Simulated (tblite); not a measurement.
Record of a relaxation.

C13H11N.
Numbering: `[CH:1](=[CH:2]/[c:3]1[cH:4][cH:5][n:6][cH:7][cH:8]1)/[c:9]1[cH:10][cH:11][cH:12][cH:13][cH:14]1` (hydrogens: H15 on C1; H16 on C2; H17 on C4; H18 on C5; H19 on C7; H20 on C8; H21 on C10; H22 on C11; H23 on C12; H24 on C13; H25 on C14)

Computed with GFN2-xTB (tblite), gas phase: L-BFGS steps from a force-field or distance-geometry start until the largest atomic force falls under 0.01 eV/Å. 8 of its 112 geometries are shown.

Step 0: E = -987.6236 eV, largest atomic force 4.165 eV/Å
```
atom  x, y, z in Å  |  force x, y, z in eV/Å
C1     -0.347   -1.435    1.186   -3.617  -1.015   1.446
C2      0.922   -1.391    1.066    3.829  -1.463   0.737
C3      1.771   -0.454    0.394   -0.196   0.140  -0.686
C4      3.023   -0.242    0.902    0.995  -0.565   1.597
C5      3.916    0.552    0.250   -0.030   0.940  -1.348
N6      3.644    1.179   -0.918    0.078  -0.259   0.451
C7      2.430    1.006   -1.450    0.719  -0.750   1.873
C8      1.501    0.197   -0.793   -0.652   0.415  -1.417
C9     -1.348   -0.538    0.689   -1.568  -0.879  -0.726
C10    -1.271    0.796    0.415    0.843   1.772   0.068
C11    -2.281    1.546   -0.176    0.576   0.309   0.277
C12    -3.466    0.945   -0.510    0.133   0.125   0.022
C13    -3.583   -0.397   -0.231   -0.753  -0.815  -0.240
C14    -2.568   -1.138    0.336   -0.338   0.285   0.012
H15    -0.762   -2.295    1.773    0.157   0.744  -0.586
H16     1.477   -2.225    1.599   -0.293   1.030  -0.681
H17     3.313   -0.725    1.853   -0.124   0.282  -0.586
H18     4.889    0.674    0.695    0.260   0.317  -0.323
H19     2.169    1.488   -2.369    0.226   0.187  -0.205
H20     0.568    0.081   -1.325   -0.261  -0.236   0.227
H21    -0.387    1.359    0.692    0.153  -0.156   0.051
H22    -2.118    2.608   -0.357   -0.031  -0.334   0.076
H23    -4.242    1.535   -0.953   -0.357  -0.075  -0.154
H24    -4.501   -0.922   -0.492    0.081   0.146   0.058
H25    -2.757   -2.183    0.514    0.169  -0.147   0.057
```

Step 16: E = -988.1586 eV, largest atomic force 0.131 eV/Å
```
atom  x, y, z in Å  |  force x, y, z in eV/Å
C1     -0.398   -1.435    1.203    0.110  -0.039  -0.060
C2      0.937   -1.397    1.097   -0.092  -0.014  -0.001
C3      1.815   -0.478    0.382    0.033   0.039   0.049
C4      3.090   -0.247    0.908    0.026   0.030  -0.064
C5      3.955    0.595    0.232    0.017  -0.011   0.035
N6      3.648    1.201   -0.903   -0.002   0.019   0.037
C7      2.446    0.982   -1.410   -0.010  -0.034  -0.022
C8      1.503    0.157   -0.822   -0.010  -0.037   0.016
C9     -1.421   -0.569    0.636   -0.009   0.061   0.019
C10    -1.254    0.801    0.432   -0.041   0.001  -0.016
C11    -2.266    1.551   -0.140   -0.056  -0.019  -0.042
C12    -3.461    0.950   -0.506   -0.010  -0.062   0.018
C13    -3.655   -0.402   -0.263   -0.008   0.020  -0.023
C14    -2.649   -1.153    0.315   -0.006   0.026  -0.056
H15    -0.814   -2.261    1.768    0.016  -0.053   0.023
H16     1.481   -2.170    1.627    0.042   0.032   0.062
H17     3.387   -0.721    1.833    0.027   0.031  -0.032
H18     4.951    0.795    0.610   -0.033  -0.011   0.002
H19     2.239    1.496   -2.343   -0.024  -0.057   0.053
H20     0.547   -0.009   -1.290   -0.049   0.000  -0.060
H21    -0.333    1.278    0.734   -0.002   0.000  -0.007
H22    -2.127    2.609   -0.315    0.032  -0.042   0.052
H23    -4.245    1.531   -0.972    0.051  -0.009   0.046
H24    -4.593   -0.871   -0.527    0.030   0.024   0.011
H25    -2.791   -2.211    0.502   -0.031   0.106  -0.040
```

Step 32: E = -988.1726 eV, largest atomic force 0.063 eV/Å
```
atom  x, y, z in Å  |  force x, y, z in eV/Å
C1     -0.394   -1.458    1.182    0.060  -0.001  -0.011
C2      0.943   -1.386    1.135   -0.047   0.026   0.006
C3      1.815   -0.476    0.405    0.043   0.004   0.002
C4      3.097   -0.233    0.910    0.003   0.021  -0.014
C5      3.944    0.619    0.223    0.016  -0.011   0.036
N6      3.620    1.214   -0.913   -0.025  -0.049   0.030
C7      2.424    0.954   -1.416   -0.022   0.006  -0.023
C8      1.493    0.125   -0.814    0.003  -0.023   0.009
C9     -1.412   -0.591    0.599   -0.007   0.017   0.002
C10    -1.243    0.783    0.422    0.007   0.001   0.003
C11    -2.253    1.552   -0.123   -0.035  -0.015   0.020
C12    -3.456    0.969   -0.490   -0.007  -0.011  -0.022
C13    -3.653   -0.387   -0.285    0.001   0.018   0.002
C14    -2.646   -1.155    0.266   -0.009  -0.011  -0.009
H15    -0.811   -2.289    1.739   -0.013   0.000   0.034
H16     1.495   -2.106    1.731   -0.035  -0.025  -0.031
H17     3.414   -0.705    1.830    0.007   0.058  -0.019
H18     4.938    0.835    0.596   -0.006   0.002   0.005
H19     2.206    1.442   -2.357   -0.026  -0.013  -0.012
H20     0.542   -0.066   -1.285    0.003   0.013  -0.010
H21    -0.323    1.254    0.728    0.048  -0.004   0.018
H22    -2.107    2.615   -0.257    0.010  -0.032   0.007
H23    -4.239    1.570   -0.926   -0.016   0.016   0.007
H24    -4.598   -0.844   -0.546    0.036   0.020  -0.001
H25    -2.806   -2.211    0.435    0.010  -0.004  -0.028
```

Step 48: E = -988.1817 eV, largest atomic force 0.047 eV/Å
```
atom  x, y, z in Å  |  force x, y, z in eV/Å
C1     -0.393   -1.476    1.183    0.033   0.025   0.023
C2      0.944   -1.397    1.162   -0.005   0.021  -0.008
C3      1.811   -0.484    0.426    0.012   0.018   0.003
C4      3.080   -0.183    0.930    0.003  -0.009  -0.001
C5      3.917    0.650    0.209   -0.007  -0.019   0.017
N6      3.587    1.189   -0.953   -0.033   0.001   0.025
C7      2.391    0.899   -1.441   -0.010  -0.015  -0.027
C8      1.478    0.073   -0.810    0.004  -0.015  -0.016
C9     -1.397   -0.604    0.580    0.005  -0.001   0.003
C10    -1.223    0.773    0.441    0.002  -0.008   0.011
C11    -2.231    1.562   -0.079    0.009   0.006   0.008
C12    -3.438    0.998   -0.460    0.004   0.002   0.031
C13    -3.627   -0.366   -0.319   -0.012  -0.002  -0.020
C14    -2.621   -1.159    0.199   -0.001   0.010  -0.010
H15    -0.824   -2.291    1.755    0.011  -0.008  -0.028
H16     1.492   -2.113    1.766   -0.017   0.010  -0.012
H17     3.401   -0.593    1.876    0.001  -0.004   0.005
H18     4.907    0.897    0.572   -0.020   0.001   0.011
H19     2.157    1.355   -2.394   -0.005  -0.006  -0.027
H20     0.527   -0.146   -1.271    0.006  -0.005  -0.030
H21    -0.297    1.231    0.756   -0.001  -0.007   0.035
H22    -2.077    2.625   -0.184    0.002   0.021   0.020
H23    -4.231    1.621   -0.846    0.016  -0.016  -0.029
H24    -4.568   -0.812   -0.606   -0.012  -0.021  -0.012
H25    -2.776   -2.225    0.298    0.015   0.023   0.028
```

Step 63: E = -988.1972 eV, largest atomic force 0.043 eV/Å
```
atom  x, y, z in Å  |  force x, y, z in eV/Å
C1     -0.390   -1.502    1.204   -0.014   0.010  -0.008
C2      0.944   -1.422    1.181   -0.005  -0.005   0.020
C3      1.784   -0.499    0.425   -0.018  -0.019   0.008
C4      3.010   -0.080    0.949   -0.009  -0.015  -0.002
C5      3.821    0.740    0.186   -0.018   0.009   0.005
N6      3.500    1.163   -1.026   -0.004   0.004  -0.010
C7      2.344    0.761   -1.529   -0.002  -0.012  -0.006
C8      1.461   -0.070   -0.863   -0.011   0.013   0.007
C9     -1.373   -0.601    0.606   -0.003  -0.008  -0.011
C10    -1.205    0.783    0.579    0.010  -0.006   0.012
C11    -2.196    1.600    0.068    0.016  -0.013   0.007
C12    -3.369    1.053   -0.427    0.020   0.003  -0.010
C13    -3.546   -0.320   -0.408   -0.009  -0.006   0.015
C14    -2.564   -1.138    0.116    0.005  -0.002  -0.019
H15    -0.836   -2.329    1.748    0.036   0.020   0.012
H16     1.503   -2.136    1.774    0.007  -0.014   0.000
H17     3.317   -0.390    1.937   -0.001  -0.011  -0.001
H18     4.782    1.072    0.558   -0.013   0.022  -0.002
H19     2.118    1.119   -2.525    0.015   0.007  -0.015
H20     0.548   -0.397   -1.335   -0.013   0.024   0.009
H21    -0.302    1.216    0.984    0.009   0.009  -0.008
H22    -2.056    2.672    0.061    0.007  -0.012   0.006
H23    -4.144    1.695   -0.819    0.015  -0.002  -0.009
H24    -4.460   -0.754   -0.789    0.002   0.002  -0.005
H25    -2.704   -2.210    0.136   -0.024   0.002   0.002
```

Step 79: E = -988.2011 eV, largest atomic force 0.026 eV/Å
```
atom  x, y, z in Å  |  force x, y, z in eV/Å
C1     -0.389   -1.518    1.220   -0.012   0.002  -0.011
C2      0.944   -1.435    1.187   -0.004  -0.010  -0.008
C3      1.769   -0.508    0.419    0.000   0.005   0.005
C4      2.984   -0.063    0.943   -0.006   0.006   0.007
C5      3.778    0.776    0.181    0.003  -0.010  -0.011
N6      3.466    1.162   -1.045   -0.023   0.002   0.012
C7      2.324    0.727   -1.553   -0.011   0.007   0.007
C8      1.440   -0.092   -0.873   -0.002  -0.006   0.005
C9     -1.365   -0.613    0.617   -0.018   0.001   0.005
C10    -1.190    0.770    0.615    0.004  -0.007   0.000
C11    -2.167    1.601    0.100    0.004  -0.003   0.003
C12    -3.331    1.068   -0.430    0.020  -0.003   0.000
C13    -3.518   -0.304   -0.433    0.011   0.001  -0.011
C14    -2.549   -1.136    0.096   -0.011  -0.002   0.018
H15    -0.830   -2.336    1.779    0.003   0.003  -0.004
H16     1.515   -2.144    1.775   -0.001  -0.004   0.009
H17     3.292   -0.363    1.934    0.006   0.008  -0.003
H18     4.718    1.151    0.566   -0.002   0.000  -0.014
H19     2.110    1.051   -2.564    0.001   0.013   0.004
H20     0.523   -0.420   -1.336    0.010  -0.005  -0.009
H21    -0.290    1.190    1.040   -0.006   0.011   0.002
H22    -2.024    2.672    0.121    0.008  -0.010  -0.013
H23    -4.094    1.720   -0.831    0.014  -0.004   0.004
H24    -4.425   -0.727   -0.842    0.014   0.004   0.009
H25    -2.701   -2.207    0.103   -0.002   0.002  -0.007
```

Step 95: E = -988.2053 eV, largest atomic force 0.033 eV/Å
```
atom  x, y, z in Å  |  force x, y, z in eV/Å
C1     -0.390   -1.555    1.253   -0.006   0.008  -0.001
C2      0.941   -1.469    1.202    0.018   0.000  -0.028
C3      1.738   -0.526    0.419    0.014   0.009  -0.014
C4      2.935   -0.027    0.937    0.012  -0.016   0.010
C5      3.699    0.830    0.164   -0.012   0.007   0.014
N6      3.366    1.201   -1.061   -0.004  -0.029   0.013
C7      2.242    0.716   -1.564    0.006  -0.011   0.011
C8      1.399   -0.141   -0.879   -0.014   0.015   0.002
C9     -1.353   -0.636    0.650    0.004   0.006  -0.016
C10    -1.151    0.744    0.670   -0.009   0.011   0.017
C11    -2.088    1.598    0.122    0.004   0.004  -0.020
C12    -3.243    1.094   -0.454    0.007  -0.013  -0.003
C13    -3.460   -0.274   -0.470    0.001  -0.010   0.021
C14    -2.528   -1.131    0.086    0.011  -0.012   0.000
H15    -0.827   -2.371    1.816   -0.021   0.004  -0.008
H16     1.526   -2.175    1.780    0.008   0.009  -0.008
H17     3.251   -0.303    1.932    0.022   0.009   0.000
H18     4.629    1.238    0.539   -0.016   0.003  -0.001
H19     2.016    1.029   -2.576   -0.026  -0.003   0.018
H20     0.499   -0.514   -1.343   -0.003  -0.011  -0.002
H21    -0.264    1.142    1.138    0.011   0.012  -0.012
H22    -1.915    2.664    0.145   -0.015   0.006   0.007
H23    -3.974    1.764   -0.882    0.013  -0.006   0.004
H24    -4.362   -0.677   -0.908    0.013   0.017  -0.007
H25    -2.696   -2.198    0.070   -0.018  -0.008   0.005
```

Step 111: E = -988.2070 eV, largest atomic force 0.008 eV/Å
```
atom  x, y, z in Å  |  force x, y, z in eV/Å
C1     -0.387   -1.564    1.260   -0.003  -0.001   0.000
C2      0.945   -1.489    1.202    0.001   0.005  -0.001
C3      1.736   -0.540    0.422    0.002   0.003   0.000
C4      2.929   -0.031    0.936    0.004   0.001   0.003
C5      3.673    0.845    0.164   -0.003   0.001  -0.001
N6      3.325    1.220   -1.056    0.002   0.000   0.001
C7      2.204    0.724   -1.555   -0.002   0.000   0.004
C8      1.379   -0.151   -0.871    0.004  -0.002   0.001
C9     -1.344   -0.636    0.660    0.001  -0.001  -0.005
C10    -1.133    0.742    0.674    0.002   0.001  -0.004
C11    -2.060    1.599    0.113    0.000   0.002   0.001
C12    -3.210    1.097   -0.473   -0.007   0.000   0.004
C13    -3.440   -0.269   -0.477   -0.001   0.003   0.005
C14    -2.521   -1.128    0.097    0.003   0.000  -0.005
H15    -0.834   -2.379    1.817   -0.001  -0.003   0.007
H16     1.530   -2.200    1.772    0.001  -0.001  -0.005
H17     3.259   -0.306    1.927    0.001  -0.005  -0.005
H18     4.598    1.266    0.535   -0.005  -0.001   0.001
H19     1.960    1.046   -2.559   -0.003  -0.005   0.004
H20     0.482   -0.535   -1.331    0.001  -0.004   0.000
H21    -0.244    1.139    1.141    0.001   0.002   0.003
H22    -1.885    2.665    0.135   -0.001   0.000  -0.004
H23    -3.930    1.769   -0.916   -0.002  -0.002  -0.002
H24    -4.341   -0.665   -0.922    0.002   0.002   0.001
H25    -2.703   -2.194    0.095    0.003   0.002  -0.003
```

Problem. Summarise the path.

Solution. The energy falls by 0.5834 eV from step 0 to step 111; nine tenths of that is first reached at step 13. It falls at every step. The largest force goes from 4.165 to 0.008 eV/Å. Among the bonds C1=C2 changes most, from 1.276 to 1.335 Å; the atoms move by 0.384 Å rms after alignment.

Problem. Follow the three bonds and two angles with the largest change from start to end.

Solution. 
```json
{"step": "0", "E above end (eV)": "0.5834", "largest force (eV/Å)": "4.165", "C1=C2 (Å)": "1.276", "C2–H16 (Å)": "1.135", "C1–H15 (Å)": "1.121", "C1–C9–C10 (°)": "130.0", "C7–C8–H20 (°)": "113.9"}
{"step": "5", "E above end (eV)": "0.0990", "largest force (eV/Å)": "0.285", "C1=C2 (Å)": "1.331", "C2–H16 (Å)": "1.088", "C1–H15 (Å)": "1.088", "C1–C9–C10 (°)": "125.7", "C7–C8–H20 (°)": "119.6"}
{"step": "10", "E above end (eV)": "0.0656", "largest force (eV/Å)": "0.147", "C1=C2 (Å)": "1.333", "C2–H16 (Å)": "1.084", "C1–H15 (Å)": "1.085", "C1–C9–C10 (°)": "125.7", "C7–C8–H20 (°)": "120.2"}
{"step": "14", "E above end (eV)": "0.0535", "largest force (eV/Å)": "0.120", "C1=C2 (Å)": "1.338", "C2–H16 (Å)": "1.085", "C1–H15 (Å)": "1.085", "C1–C9–C10 (°)": "124.3", "C7–C8–H20 (°)": "120.9"}
{"step": "19", "E above end (eV)": "0.0434", "largest force (eV/Å)": "0.079", "C1=C2 (Å)": "1.338", "C2–H16 (Å)": "1.085", "C1–H15 (Å)": "1.085", "C1–C9–C10 (°)": "123.7", "C7–C8–H20 (°)": "120.4"}
{"step": "24", "E above end (eV)": "0.0399", "largest force (eV/Å)": "0.050", "C1=C2 (Å)": "1.340", "C2–H16 (Å)": "1.084", "C1–H15 (Å)": "1.084", "C1–C9–C10 (°)": "123.6", "C7–C8–H20 (°)": "120.3"}
{"step": "29", "E above end (eV)": "0.0365", "largest force (eV/Å)": "0.075", "C1=C2 (Å)": "1.340", "C2–H16 (Å)": "1.086", "C1–H15 (Å)": "1.087", "C1–C9–C10 (°)": "123.7", "C7–C8–H20 (°)": "120.3"}
{"step": "34", "E above end (eV)": "0.0330", "largest force (eV/Å)": "0.053", "C1=C2 (Å)": "1.339", "C2–H16 (Å)": "1.084", "C1–H15 (Å)": "1.084", "C1–C9–C10 (°)": "123.2", "C7–C8–H20 (°)": "120.7"}
{"step": "39", "E above end (eV)": "0.0302", "largest force (eV/Å)": "0.068", "C1=C2 (Å)": "1.339", "C2–H16 (Å)": "1.085", "C1–H15 (Å)": "1.085", "C1–C9–C10 (°)": "123.1", "C7–C8–H20 (°)": "120.4"}
{"step": "43", "E above end (eV)": "0.0277", "largest force (eV/Å)": "0.046", "C1=C2 (Å)": "1.338", "C2–H16 (Å)": "1.084", "C1–H15 (Å)": "1.085", "C1–C9–C10 (°)": "122.9", "C7–C8–H20 (°)": "120.0"}
{"step": "48", "E above end (eV)": "0.0254", "largest force (eV/Å)": "0.047", "C1=C2 (Å)": "1.339", "C2–H16 (Å)": "1.085", "C1–H15 (Å)": "1.085", "C1–C9–C10 (°)": "123.0", "C7–C8–H20 (°)": "120.6"}
{"step": "53", "E above end (eV)": "0.0208", "largest force (eV/Å)": "0.073", "C1=C2 (Å)": "1.338", "C2–H16 (Å)": "1.084", "C1–H15 (Å)": "1.085", "C1–C9–C10 (°)": "122.7", "C7–C8–H20 (°)": "121.1"}
{"step": "58", "E above end (eV)": "0.0136", "largest force (eV/Å)": "0.099", "C1=C2 (Å)": "1.337", "C2–H16 (Å)": "1.084", "C1–H15 (Å)": "1.083", "C1–C9–C10 (°)": "122.4", "C7–C8–H20 (°)": "121.0"}
{"step": "63", "E above end (eV)": "0.0098", "largest force (eV/Å)": "0.043", "C1=C2 (Å)": "1.337", "C2–H16 (Å)": "1.084", "C1–H15 (Å)": "1.085", "C1–C9–C10 (°)": "122.6", "C7–C8–H20 (°)": "120.7"}
{"step": "68", "E above end (eV)": "0.0082", "largest force (eV/Å)": "0.037", "C1=C2 (Å)": "1.336", "C2–H16 (Å)": "1.084", "C1–H15 (Å)": "1.084", "C1–C9–C10 (°)": "122.4", "C7–C8–H20 (°)": "120.5"}
{"step": "72", "E above end (eV)": "0.0070", "largest force (eV/Å)": "0.036", "C1=C2 (Å)": "1.336", "C2–H16 (Å)": "1.084", "C1–H15 (Å)": "1.085", "C1–C9–C10 (°)": "122.1", "C7–C8–H20 (°)": "120.7"}
{"step": "77", "E above end (eV)": "0.0062", "largest force (eV/Å)": "0.025", "C1=C2 (Å)": "1.336", "C2–H16 (Å)": "1.084", "C1–H15 (Å)": "1.084", "C1–C9–C10 (°)": "122.1", "C7–C8–H20 (°)": "120.8"}
{"step": "82", "E above end (eV)": "0.0053", "largest force (eV/Å)": "0.032", "C1=C2 (Å)": "1.336", "C2–H16 (Å)": "1.085", "C1–H15 (Å)": "1.084", "C1–C9–C10 (°)": "121.9", "C7–C8–H20 (°)": "120.6"}
{"step": "87", "E above end (eV)": "0.0042", "largest force (eV/Å)": "0.029", "C1=C2 (Å)": "1.335", "C2–H16 (Å)": "1.083", "C1–H15 (Å)": "1.084", "C1–C9–C10 (°)": "121.6", "C7–C8–H20 (°)": "120.6"}
{"step": "92", "E above end (eV)": "0.0027", "largest force (eV/Å)": "0.037", "C1=C2 (Å)": "1.336", "C2–H16 (Å)": "1.084", "C1–H15 (Å)": "1.084", "C1–C9–C10 (°)": "121.5", "C7–C8–H20 (°)": "120.6"}
{"step": "97", "E above end (eV)": "0.0011", "largest force (eV/Å)": "0.027", "C1=C2 (Å)": "1.336", "C2–H16 (Å)": "1.084", "C1–H15 (Å)": "1.084", "C1–C9–C10 (°)": "121.3", "C7–C8–H20 (°)": "120.7"}
{"step": "101", "E above end (eV)": "0.0007", "largest force (eV/Å)": "0.014", "C1=C2 (Å)": "1.335", "C2–H16 (Å)": "1.084", "C1–H15 (Å)": "1.084", "C1–C9–C10 (°)": "121.3", "C7–C8–H20 (°)": "120.6"}
{"step": "106", "E above end (eV)": "0.0002", "largest force (eV/Å)": "0.018", "C1=C2 (Å)": "1.335", "C2–H16 (Å)": "1.083", "C1–H15 (Å)": "1.084", "C1–C9–C10 (°)": "121.5", "C7–C8–H20 (°)": "120.6"}
{"step": "111", "E above end (eV)": "0.0000", "largest force (eV/Å)": "0.008", "C1=C2 (Å)": "1.335", "C2–H16 (Å)": "1.084", "C1–H15 (Å)": "1.084", "C1–C9–C10 (°)": "121.6", "C7–C8–H20 (°)": "120.7"}
```

What follows is the cost of the whole relaxation. On one thread of an Arm Neoverse V1, shared host with 64 logical CPUs at a one-minute load of 19, this took 1.3 s of wall time.
